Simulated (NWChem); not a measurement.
System: MgSiNH₅; SMILES [SiH3][Mg][NH2]

Parts of the log:

```
             Northwest Computational Chemistry Package (NWChem) 7.3.0
             --------------------------------------------------------

                             Geometry "geometry" -> ""
                             -------------------------

 Output coordinates in angstroms (scale by  1.889725989 to convert to a.u.)

  No.       Tag          Charge          X              Y              Z
 ---- ---------------- ---------- -------------- -------------- --------------
    1 Mg                  12.0000    -0.19172100     0.70590300    -0.00053300
    2 N                    7.0000    -0.21102500     2.59907600    -0.00139600
    3 H                    1.0000    -0.24165400     3.20684600     0.81284300
    4 H                    1.0000    -0.19125000     3.20682600    -0.81598100
    5 Si                  14.0000    -0.16849500    -1.86875100     0.00055600
    6 H                    1.0000    -0.49565500    -2.45295800    -1.34521500
    7 H                    1.0000    -1.16460700    -2.46195400     0.95702400
    8 H                    1.0000     1.16499600    -2.44543100     0.38481900

 Effective nuclear repulsion energy (a.u.)     108.5699785244

                              NWChem Property Module
                              ----------------------

                                 NWChem DFT Module
                                 -----------------

 Summary of "ao basis" -> "ao basis" (spherical)
 ------------------------------------------------------------------------------
       Tag                 Description            Shells   Functions and Types
 ---------------- ------------------------------  ------  ---------------------
 Mg                        def2-svpd                 9       21   4s4p1d
 N                         def2-svpd                 8       20   4s2p2d
 H                         def2-svpd                 4        8   2s2p
 Si                        def2-svpd                10       24   5s3p2d

            General Information
            -------------------
          SCF calculation type: DFT
          Wavefunction type:  closed shell.
          No. of atoms     :     8
          No. of electrons :    38
           Alpha electrons :    19
            Beta electrons :    19
          Charge           :     0
          Spin multiplicity:     1
          Use of symmetry is: off; symmetry adaption is: off
          Maximum number of iterations: 150
          AO basis - number of functions:   105
                     number of shells:    47
          Convergence on energy requested:  1.00D-06
          Convergence on density requested:  1.00D-05
          Convergence on gradient requested:  5.00D-04

              XC Information
              --------------
                         B3LYP Method XC Potential
                     Hartree-Fock (Exact) Exchange  0.200
                        Slater Exchange Functional  0.800 local
                    Becke 1988 Exchange Functional  0.720 non-local
              Lee-Yang-Parr Correlation Functional  0.810
                  VWN I RPA Correlation Functional  0.190 local

             Grid Information
             ----------------
          Grid used for XC integration:  medium
          Radial quadrature: Mura-Knowles
          Angular quadrature: Lebedev.
          Tag              B.-S. Rad. Rad. Pts. Rad. Cut. Ang. Pts.
          ---              ---------- --------- --------- ---------
          Mg                  1.50       88          12.0       590
          N                   0.65       49          13.0       434
          H                   0.35       45          14.0       434
          Si                  1.10       88          13.0       590
          Grid pruning is: on
          Number of quadrature shells:   450
          Spatial weights used:  Erf1

      Superposition of Atomic Density Guess
      -------------------------------------

 Sum of atomic energies:        -545.01464771

      Non-variational initial energy
      ------------------------------

 Total energy =    -545.716800
 1-e energy   =    -971.486532
 2-e energy   =     317.199754
 HOMO         =      -0.299883
 LUMO         =      -0.039074

   convergence    iter        energy       DeltaE   RMS-Dens  Diis-err
 ---------------- ----- ----------------- --------- --------- ---------
 d= 0,ls=0.0,diis     1   -547.1063174671 -6.56D+02  1.91D-02  5.53D-01
 d= 0,ls=0.0,diis     2   -546.8990976848  2.07D-01  1.15D-02  2.08D+00
 d= 0,ls=0.0,diis     3   -547.1862420385 -2.87D-01  1.93D-03  2.20D-02
 d= 0,ls=0.0,diis     4   -547.1888225915 -2.58D-03  8.33D-04  2.19D-03
 d= 0,ls=0.0,diis     5   -547.1892886473 -4.66D-04  1.44D-04  6.76D-05
  Resetting Diis
 d= 0,ls=0.0,diis     6   -547.1893004931 -1.18D-05  1.56D-05  1.88D-06
 d= 0,ls=0.0,diis     7   -547.1893007376 -2.45D-07  8.66D-06  8.66D-08

         Total DFT energy =     -547.189300737648
      One electron energy =     -974.373926461213
           Coulomb energy =      364.809257633674
    Exchange-Corr. energy =      -46.194610434550
 Nuclear repulsion energy =      108.569978524440

 Numeric. integr. density =       37.999995687996

                       DFT Final Molecular Orbital Analysis
                       ------------------------------------

[...]

 DFT Linear Response polarizability / au
 Frequency  =       0.0000000 / au
              X              Y              Z
 -----------------------------------------------
 X      65.8780934     -0.2488029      0.1056298
 Y      -0.2488041     95.3218174      0.0121700
 Z       0.1056298      0.0121819     62.4503905
 -----------------------------------------------
 Eigenvalues =      65.8792513     95.3239235     62.4471265
 Isotropic   =      74.5501004
 Anisotropic =      31.3021723
 -----------------------------------------------

 Magnetic Dipole Response Matrix (nonzero elements):

 Exiting AOResponse driver routine
```

Level: B3LYP/def2-SVPD. Coordinates come from a PBE0/def2-SVP optimisation. B3LYP is NWChem's, with the RPA form of VWN correlation.

Q: Write an input that gives this output.

A: Several could match; the one computed here: the input that was run:
```
start job
memory heap 200 mb stack 900 mb global 1100 mb
geometry units angstroms noautosym nocenter noautoz
  Mg    -0.191721     0.705903    -0.000533
  N     -0.211025     2.599076    -0.001396
  H     -0.241654     3.206846     0.812843
  H     -0.191250     3.206826    -0.815981
  Si    -0.168495    -1.868751     0.000556
  H     -0.495655    -2.452958    -1.345215
  H     -1.164607    -2.461954     0.957024
  H      1.164996    -2.445431     0.384819
end
basis spherical
  * library def2-svpd
end
dft
  xc b3lyp
  iterations 150
end
property
  response 1 0.0
end
task dft property
```
